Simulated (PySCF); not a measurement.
Species: C5H11ClOSi2.
Atom-mapped SMILES: `[CH2:1]=[CH:2][CH2:3][C@@H:4]1[CH2:5][SiH2:6][O:7][Si@@H:8]1[Cl:9]`

Probes without a nucleus sit at each ring's centroid and 1 Å off its mean plane on both sides; NICS is minus the shielding there, NICSzz its component along the normal. Level: GIAO PBE0/pcSseg-1 (PySCF, non-relativistic, gas phase) on the GFN2-xTB geometry, one conformer.

Ring bond lengths (Å), with Mayer bond orders in brackets: C4–C5 1.541 (1.00), C5–Si6 1.908 (0.91), Si6–O7 1.647 (0.91), O7–Si8 1.632 (0.98), Si8–C4 1.915 (0.84).

Question: What do the NICS probes read (ppm)?

Answer: 
```csv
ring,type,NICS(0),"NICS(1), two faces","NICS(1)zz, two faces",rms pucker (Å),"centre to ring atoms, mean (Å)"
C4–C5–Si6–O7–Si8,5-membered ring with O and 2 Si; formal bonds all single,-5.0,-2.9 / -3.1,-0.7 / -2.8,0.15,1.46
```

Question: What do they say, and how far can they be read as aromaticity?

Answer: 
- C4–C5–Si6–O7–Si8: mean NICS(1)zz -1.7 ppm, near zero. C4, C5, Si6, Si8 have four or more neighbours, so the value isn't read as a sign of a π ring current.

Question: What are the shieldings of the ring atoms and their hydrogens in the same run (means over atoms taken as equivalent)?

Answer: 
| atoms | environment | σ isotropic (ppm) |
| --- | --- | --- |
| C4 | sp3 carbon bound to silicon | 155.3 |
| C5 | sp3 carbon bound to silicon | 168.8 |
| Si6 | oxygen-bound silicon | 353.9 |
| O7 | siloxane oxygen | 258.5 |
| Si8 | chlorine-bound silicon | 340.2 |
| H on C4 | methine hydrogen | 30.45 |
| H on C5 | methylene hydrogen | 30.71 |
| H on C5 | methylene hydrogen | 30.56 |
| H on Si6 | Si–H hydrogen | 26.45 |
| H on Si6 | Si–H hydrogen | 26.68 |
| H on Si8 | Si–H hydrogen | 26.37 |

Hardware: Arm Neoverse V1, one thread, on a shared host. Cost: 61 s, 1.0 GiB resident at most. This is the whole shielding run at PBE0/pcSseg-1, SCF included.
